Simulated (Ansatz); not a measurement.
Geometry optimisation, RKS B3LYP-D4/def2-SVP (Ansatz).

The input (input.yaml):

```yaml
crystal:
  periodic: [false, false, false]
  atoms:
    - { symbol: C, position_ang: [0.1378, -0.80902, -1.01464] }
    - { symbol: Ga, position_ang: [0.10836, 0.56303, 0.37409] }
    - { symbol: Cl, position_ang: [1.03483, 0.04778, 2.29023] }
    - { symbol: H, position_ang: [0.8338, -1.53991, -0.53108] }
    - { symbol: H, position_ang: [0.73146, -0.39133, -1.86018] }
    - { symbol: H, position_ang: [-0.28193, 2.20159, 0.72466] }
total_charge: -1
basis:
  gaussian: { orbitals: def2-SVP }
hamiltonian:
  xc: b3lyp
  dispersion: d4
relax:
  f_tol: 0.015
  max_steps: 40
```

Launched with:

```bash
$ ansatz run input.yaml --threads 1 --pin off --max-ram 2048MiB --backend cpu --events-out ev --progress --plain --runs-dir out
```

**Question.** Where does it end, and by what steps?

**Answer.** The run converged. Limits of this set-up: an anion without diffuse functions, the dipole of an ion depends on the origin. After 10 steps the energy has fallen by 0.677 eV; H5 moved furthest, 0.49 Å.

| step | energy less start (eV) | largest force component (eV/Å) | accepted |
| --- | --- | --- | --- |
| 0 | 0.0000 | 1.492 | yes |
| 1 | -0.3957 | 1.154 | yes |
| 2 | -0.5163 | 1.502 | yes |
| 3 | -0.5669 | 0.986 | yes |
| 4 | -0.6468 | 0.275 | yes |
| 5 | -0.6495 | 0.412 | yes |
| 6 | -0.6612 | 0.404 | yes |
| 7 | -0.6733 | 0.295 | yes |
| 8 | -0.6759 | 0.133 | yes |
| 9 | -0.6764 | 0.019 | yes |
| 10 | -0.6766 | 0.009 | yes |

```xyz
6
Properties=species:S:1:pos:R:3
C 0.509 -0.627 -0.896
Ga 0.292 0.594 0.449
Cl 0.852 0.043 2.601
H 0.902 -1.638 -0.735
H 0.250 -0.389 -1.936
H -0.241 2.088 0.500
```

Time of the run: 83 s on 1 thread of Intel(R) Xeon(R) Processor @ 2.50GHz (Skylake/Cascade Lake), on a shared host, peak memory 0.17 GiB.
